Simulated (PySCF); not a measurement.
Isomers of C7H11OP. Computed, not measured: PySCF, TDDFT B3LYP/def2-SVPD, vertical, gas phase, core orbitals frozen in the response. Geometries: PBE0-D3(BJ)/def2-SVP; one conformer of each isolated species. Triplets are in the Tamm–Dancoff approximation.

A. `CC(C)(C)c1cpco1`
B. `C=C[P@]1(=O)CC=C(C)C1`
C. `CC(=O)CP1CC=CC1`

Lowest singlet levels (six at most, fewer where fewer were computed) with oscillator strengths:

1. 4.33 eV (f 0.003); 4.86 eV (f 0.009); 5.44 eV (f 0.007); 5.69 eV (f 0.005); 6.21 eV (f 0.005); 6.25 eV (f 0.052); T1 3.80 eV
2. 5.32 eV (f 0.001); 5.48 eV (f 0.023); 5.57 eV (f 0.001); 6.11 eV (f 0.007); 6.30 eV (f 0.019); 6.33 eV (f 0.002); T1 4.18 eV
3. 5.23 eV (f 0.070); 5.73 eV (f 0.011); 5.81 eV (f 0.010); 5.90 eV (f 0.001); 6.11 eV (f 0.005); 6.53 eV (f 0.387); T1 3.25 eV

Question: Match each spectrum to its molecule.

Answer: 1 = C, 2 = B, 3 = A.
- A: S1 at 5.23 eV, HOMO→LUMO (88%), HOMO-1→LUMO (8%); Löwdin shares by element: HOMO carbon 58% or more, phosphorus 24% (atoms not listed hold the other 18%); LUMO carbon 38% or more, phosphorus 36%, oxygen 15%; HOMO -6.42 and LUMO -0.96 eV.
- B: S1 at 5.32 eV, HOMO→LUMO (80%), HOMO-2→LUMO (19%); Löwdin shares by element: HOMO carbon 72% or more (atoms not listed hold the other 28%); LUMO carbon 66% or more, phosphorus 6%, hydrogen 5% or more (atoms not listed hold the other 22%); HOMO -7.06 and LUMO -0.90 eV.
- C: S1 at 4.33 eV, HOMO-1→LUMO (63%), HOMO-2→LUMO (33%); Löwdin shares by element: HOMO phosphorus 57%, carbon 26% or more (atoms not listed hold the other 17%); LUMO carbon 42% or more, oxygen 31%, phosphorus 8% (atoms not listed hold the other 20%); HOMO -6.70 and LUMO -0.93 eV.
A and B have S1 within 0.10 eV of each other; their strongest listed levels stand at 6.53 eV (f 0.387) and 5.48 eV (f 0.023).
